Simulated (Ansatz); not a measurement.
Total energies of Hf3O11H10, a hydroxylated oxide cluster from Ansatz at ωB97X-V/def2-TZVP, gas phase (1 Eh = 27.2114 eV = 2625.5 kJ/mol). The reference geometry is relaxed at r2SCAN-D4/def2-SVP.

```xyz
24

Hf    0.970    1.194   -1.017
Hf    0.905   -1.335    0.981
Hf   -1.811   -0.320   -0.414
O    -3.183    0.728    0.515
O     1.935    1.481   -2.673
O    -2.829   -1.474   -1.597
O    -1.108    1.362   -1.596
O    -1.217   -1.782    1.076
O     2.365    0.066    0.191
O     1.134    2.941   -0.071
O     1.589   -3.120    0.647
O     0.200   -0.748   -0.934
O     1.367   -0.994    2.853
O    -0.231    0.665    0.935
H    -3.540    1.350    1.150
H     2.378    1.478   -3.521
H    -3.344   -2.004   -2.202
H    -1.596    2.195   -1.613
H    -1.566   -2.682    1.100
H     3.026    0.469    0.768
H     1.572    3.763   -0.314
H     1.937   -3.968    0.375
H     1.405   -0.558    3.706
H    -0.360    1.294    1.656
```

| state | geometry | energy (Eh) |
| --- | --- | --- |
| charge 0 singlet | reference | -978.50742 |
| charge 1 doublet | reference | -978.14094 |
| charge -1 doublet | reference | -978.44927 |
| free Hf atom (triplet) | – | -47.82125 |
| free O atom (triplet) | – | -75.06843 |
| free H atom (doublet) | – | -0.50049 |

In the def2 sets Hf takes a core potential; there is no spin–orbit coupling. Single mean-field runs in def2-TZVP are fitted with def2-universal-jkfit.

Question: Work out the vertical ionisation energy to the doublet.

Answer: E(charge 1 doublet) − E(charge 0 singlet) = -978.14094 − (-978.50742) = 0.36648 Eh = 9.97 eV. For comparison, −ε of the highest occupied level is 10.48 eV at this level, 0.51 eV more.

Question: Work out the vertical electron affinity, to the doublet.

Answer: E(charge 0 singlet) − E(charge -1 doublet) = -978.50742 − (-978.44927) = -0.05815 Eh = -1.58 eV; negative, so the extra electron isn't bound. The basis lacks diffuse functions, which makes affinities too small.

Question: Give the fundamental gap IE − EA, the Mulliken electronegativity (IE + EA)/2 and the hardness (IE − EA)/2.

Answer: From the values in Eh: IE − EA = 0.36648 − (-0.05815) = 0.42463 Eh = 11.55 eV; (IE + EA)/2 = 4.20 eV; (IE − EA)/2 = 5.78 eV. The HOMO–LUMO gap of the same run is 12.11 eV, 0.56 eV larger than the fundamental gap.

Question: What is the binding energy per atom against free atoms?

Answer: Atoms: 3 × (-47.82125) + 11 × (-75.06843) + 10 × (-0.50049) = -974.22138 Eh. Binding: -974.22138 − (-978.50742) = 4.28604 Eh = 116.63 eV, or 4.86 eV for each of 24 atoms (no zero-point energy, no counterpoise term).

At ωB97X-V/def2-TZVP the highest occupied level of the charge -1 doublet lies above zero (up to 1.52 eV). By energy differences it is unbound by 1.58 eV (vertical, against the charge 0 singlet, at ωB97X-V/def2-TZVP) and held by the finite basis.
